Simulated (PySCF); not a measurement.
NO (SMILES [N]=O), doublet, at a GFN2-xTB geometry. Base run: R2SCAN/def2-SVP (PySCF).

Geometry (Å):
```xyz
2

N      0.0000     0.0000    -0.6162
O      0.0000     0.0000     0.5392
```
Charge 0, spin multiplicity 2.
Orbitals are unrestricted.
All else is at PySCF's defaults.
Base energy -129.72300 Eh.

Variants of this job, named by their change:

```tsv
change	ΔE vs base (µEh)	SCF cycles	<S^2>	outcome
base	0.0	26	0.753	converged
level_shift = 0.5 (with mf.max_cycle = 100)	2.3	18	0.753	converged
diis = off; damp = 0.3 (with mf.diis_start_cycle = 200; with mf.max_cycle = 150)	-	150	-	not converged
init_guess = sap	0.3	28	0.753	converged
diis = off (with mf.max_cycle = 100)	-	100	-	not converged
conv_tol = 1e-6	0.7	7	0.753	converged
diis_space = 2	0.6	27	0.753	converged
diis_space = 4	0.0	43	0.753	converged
DIIS = EDIIS	-	50	-	not converged
init_guess = huckel	0.3	23	0.753	converged
conv_tol_grad = 1e-7	0.0	30	0.753	converged
diis = off; damp = 0.6 (with mf.diis_start_cycle = 200; with mf.max_cycle = 150)	0.5	101	0.753	converged
conv_tol = 1e-12	0.0	31	0.753	converged
```

Open shells are given as the SCF converged; they aren't shown to be the lowest states, and a large step between rows can be another state.
